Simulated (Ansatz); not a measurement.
Ligand-field states of CoO₃F₃H₆⁻ (relaxed from a model of mer-[CoF3(H2O)3]-, whose bonding it doesn't keep) at its r2SCAN-D4/def2-SVPD geometry (relaxed as a quartet).

```xyz
13

Co    0.1158   -0.2799    0.2882
F     0.5217    1.5852    0.3978
F    -0.6506   -1.0488   -1.2734
F     0.2378   -1.3733    1.8461
O    -0.4011    1.5842   -2.2812
H    -0.0839    1.8386   -1.3955
H    -0.5781    0.6324   -2.1687
O     2.3669   -0.2654    0.4342
H     2.1976   -0.6709    1.3013
H     2.1386    0.6832    0.5395
O    -2.1443   -0.5587    0.8613
H    -1.6661   -1.1527    1.4697
H    -2.0544   -0.9737   -0.0194
```

CASSCF(7,5) on the Co 3d shell in def2-SVP, averaged with equal weights over 10 quartets and 12 doublets, then SC-NEVPT2; Ansatz, no spin–orbit coupling. The space holds no ligand orbitals and no second d shell, so covalent complexes are described poorly.

Question: Estimate the states' energies above the lowest.

Answer: 
| state | CASSCF (eV) | NEVPT2 (eV) |
| --- | --- | --- |
| quartet 1 | 0.00 | 0.00 |
| quartet 2 | 0.36 | 0.43 |
| quartet 3 | 0.41 | 0.49 |
| quartet 4 | 0.51 | 0.59 |
| quartet 5 | 0.52 | 0.60 |
| quartet 6 | 0.92 | 1.06 |
| quartet 7 | 0.94 | 1.09 |
| quartet 8 | 2.61 | 2.37 |
| quartet 9 | 2.63 | 2.39 |
| quartet 10 | 3.28 | 3.11 |
| doublet 1 | 2.43 | 2.29 |
| doublet 2 | 2.43 | 2.29 |
| doublet 3 | 2.61 | 2.46 |
| doublet 4 | 2.61 | 2.48 |
| doublet 5 | 2.69 | 2.62 |
| doublet 6 | 2.70 | 2.63 |
| doublet 7 | 2.74 | 2.60 |
| doublet 8 | 2.83 | 2.76 |
| doublet 9 | 2.85 | 2.78 |
| doublet 10 | 3.21 | 2.83 |
| doublet 11 | 3.26 | 3.13 |
| doublet 12 | 3.27 | 3.14 |
The lowest NEVPT2 state is a quartet. It took 35 s on 4 threads of Intel Xeon Platinum 8488C on a shared host, peak host memory 0.93 GiB.
